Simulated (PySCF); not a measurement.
Stepwise substitution at one centre (Ga F-SH). Gas-phase values, no solvent. One relaxed conformer stands for each flexible species; it need not be the lowest. Strings in code marks are SMILES.

Calculation: TPSSh-D3(BJ)/def2-TZVP // CAM-B3LYP-D3(BJ)/def2-TZVP (PySCF). All candidates: neutral, multiplicity 1. Excitations are Tamm–Dancoff values on a coarser integration grid. The basis has no diffuse functions, so Rydberg states are missing or too high.

| Item | Value |
|---|---|
| S1 excitation (TDA) | 5.18 eV |
| LUMO | -1.57 eV |
| HOMO | -7.30 eV |

Problem. Which member has these values?
(A) `[SH][Ga]([SH])[SH]`
(B) `[F][Ga]([F])[F]`
(C) `[F][Ga]([SH])[SH]` (S–Ga–S–H torsion -180°, S–Ga–S–H torsion -180°)
(D) `[F][Ga]([F])[SH]` (F–Ga–S–H torsion 0°)

Solution. C, `[F][Ga]([SH])[SH]` (S–Ga–S–H torsion -180°, S–Ga–S–H torsion -180°). The others give `[SH][Ga]([SH])[SH]`: 5.17 eV, -1.34 eV, -7.03 eV; `[F][Ga]([F])[F]`: 7.18 eV, -2.73 eV, -10.61 eV; `[F][Ga]([F])[SH]` (F–Ga–S–H torsion 0°): 5.35 eV, -2.03 eV, -7.93 eV
